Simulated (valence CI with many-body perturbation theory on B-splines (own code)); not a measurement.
Os61+ in brief

Method: configuration interaction combined with many-body perturbation theory (CI+MBPT): five valence electrons over a frozen Dirac-Fock core [Ne], a basis of 9 s, 9 p, 8 d, 6 f, 3 g, 1 h functions for each j, with the one-electron correlation potential Σ1 (screened to all orders), the two-electron term Σ2, the three-electron term Σ3, Breit, model QED; selected single and double excitations, second order for the rest, scaled by the run's own slope (own B-spline code, finite nucleus).

The last digits are not significant, and no measured levels were compared; by estimate large intervals hold to a few tenths of a per cent, small ones and those within an open d or f shell to about a per cent. Among the levels kept, up to 1200 cm⁻¹ of a level comes from second order outside the variational space, and about a tenth of that is noise between levels of different J, which matters for small intervals.

Levels are named by their leading jj configuration (3d3/2^4 stands for four electrons in 3d with j = 3/2), which in mixed levels can hold well under half, so a name can repeat and another be missing.

Rates and lifetimes use the calculated energies. Strong lines usually hold to 10 to 20 %, long lifetimes can be off by a factor of two.

What is the ground level?

(3s^2 3p1/2^2 3p3/2) J=3/2, composition 48 % 3s2.3p3 2P° + 27 % 3s2.3p3 2D° + 24 % 3s2.3p3 4S°, g = 1.338.

What is the ionisation energy?

6505.6 eV; NIST lists 6503 ± 12 eV (theoretical).

What are the static dipole polarisabilities of the lowest levels?

(3s^2 3p1/2^2 3p3/2) J=3/2 0.00240 (tensor 0.00018) bohr³, of which the core gives 3.93e-05.

How well does LS coupling describe the low levels?

Among the lowest 20 levels the leading LS term, summed over configurations, holds 54 % on average. For single configurations the figures are 52 % in LS and 94 % in jj coupling. Terms mix most in the J = 3/2 level at 628.21 eV, where the leading one holds 32 %.

Where does the other parity begin?

At (3s^2 3p1/2^2 3d3/2) J=3/2, 237.69 eV.

Name the longest-lived excited levels whose lifetime is computed, and their main decay.

(3s^2 3p1/2 3p3/2 3d5/2) J=9/2 at 730.00 eV lives 95.0 ns, mostly by E2 to (3s^2 3p1/2^2 3d5/2) J=5/2; (3s^2 3p1/2 3p3/2^2) J=5/2 at 401.59 eV lives 4.47 ns, mostly by E1 to (3s^2 3p1/2^2 3d3/2) J=3/2; (3s^2 3p1/2 3p3/2^2) J=1/2 at 417.52 eV lives 2.99 ns, mostly by M1 to (3s^2 3p1/2^2 3p3/2) J=3/2.

Among levels below 879.77 eV, which E1 lines absorb most strongly from the ground level?

to (3s^2 3p1/2 3p3/2 3d3/2) J=3/2 at 1.824 nm, f = 0.371; to (3s^2 3p1/2 3p3/2 3d3/2) J=5/2 at 1.856 nm, f = 0.298; to (3s^2 3p1/2 3p3/2 3d3/2) J=1/2 at 1.826 nm, f = 0.129.
